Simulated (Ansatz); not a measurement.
Born–Oppenheimer molecular dynamics of CH4Cl2MgO (9 atoms, charge 0, multiplicity 1). It starts from a rough guess of a transition structure, not a stationary point.

Level of theory: UKS PBE/STO-3G (Ansatz 0.2.0).

```
ensemble                      : NVE (velocity Verlet)
time step                     : 0.5 fs
steps asked                   : 150
starting velocities drawn for : 100 K
seed                          : 648657
```

First frame:

```xyz
9
Properties=species:S:1:pos:R:3
Mg -2.004 0.680 -0.401
O 0.003 0.088 0.810
C 1.003 -0.841 0.493
Cl -3.167 -0.474 -1.757
H 0.306 1.212 0.306
Cl 0.049 2.615 -0.716
H 1.923 -0.581 1.030
H 1.212 -0.867 -0.584
H 0.675 -1.832 0.818
```

Q: How far do the bonds stretch over the last three quarters of this one trajectory? (Pairs bonded in most of those frames.)

A: 
| bond | mean (Å) | spread (Å) | shortest | longest |
| --- | --- | --- | --- | --- |
| Mg1–O2 | 2.018 | 0.186 | 1.74 | 2.24 |
| Mg1–Cl4 | 2.148 | 0.169 | 1.87 | 2.40 |
| Mg1–Cl6 | 2.135 | 0.119 | 2.03 | 2.51 |
| O2–C3 | 1.497 | 0.105 | 1.34 | 1.66 |
| O2–H5 | 1.082 | 0.085 | 0.95 | 1.22 |
| C3–H7 | 1.114 | 0.026 | 1.08 | 1.15 |
| C3–H8 | 1.125 | 0.026 | 1.09 | 1.18 |
| C3–H9 | 1.113 | 0.017 | 1.09 | 1.14 |

Pairs bonded in part of these frames only: Mg1–C3 48 %, Mg1–H5 34 %, Mg1–H8 9 %, H5–Cl6 7 %.

Mean temperature of the second half: 1877 K. The conserved energy stayed within 0.78 meV per atom of its start (net change -0.63 meV per atom), so the integration is sound. The kinetic energy rose, since the run started high on the potential surface and went downhill. A run of 0.075 ps of so small a system gives no equilibrium averages. The orbitals were unrestricted but ended closed-shell. Limits of this set-up: minimal basis.

The run took 13 min on 1 thread of Arm Neoverse N1, on a shared host, peak memory 0.12 GiB.
